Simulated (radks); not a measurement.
Species: K XVI. Configuration: [He] 2s2.

Method: non-relativistic Kohn-Sham, PBE, spin-unpolarised, spherical densities, point nucleus; computed with a radial shooting solver on a logarithmic mesh with Libxc functionals.

Energy parts (hartree):
total: -422.18606
kinetic: 422.08105
electron-nucleus: -872.51179
Hartree: 43.17950
exchange-correlation: -14.93483

Orbitals (lengths in bohr, moments of r in powers of bohr; <r^-3> diverges for s and p1/2; r(90%) holds 90 % of the orbital's charge):
orbital,occ.,eigenvalue (hartree),<r^4>,<r^-3>,r(90%),<r>
1s,2,-157.3102,0.0001956,-,0.144,0.08094
2s,2,-34.25483,0.03138,-,0.524,0.3431
2p,0,-32.81931,0.02088,214.6,0.474,0.2949
3s,0,-14.22827,0.7668,-,1.16,0.8013
3d,0,-13.41943,0.3872,10.57,0.986,0.6528

The highest occupied level is 2s at -932.12 eV. The density falls to 0.001 e/bohr^3 at r = 0.98 bohr. Summed over all electrons, <r^2> = 0.2927 bohr^2, which gives a Langevin (diamagnetic) susceptibility term of -0.232 x 10^-6 cm^3/mol. The electron density at the nucleus is 4654 e/bohr^3. Virial ratio -V/T = 2.00025. For comparison, the ionisation energy in NIST's Atomic Spectra Database is 967.7 eV (semi-empirical). In exact Kohn-Sham theory the highest level is minus the ionisation energy, but local and semilocal functionals leave it too shallow, through self-interaction and a potential that decays too fast; potentials with the right tail come closer.

Run on one thread of a shared host, so times are rough (Arm Neoverse N1): 0.05 s of CPU time, 0.05 s wall, 13 iterations on 2476 mesh points.
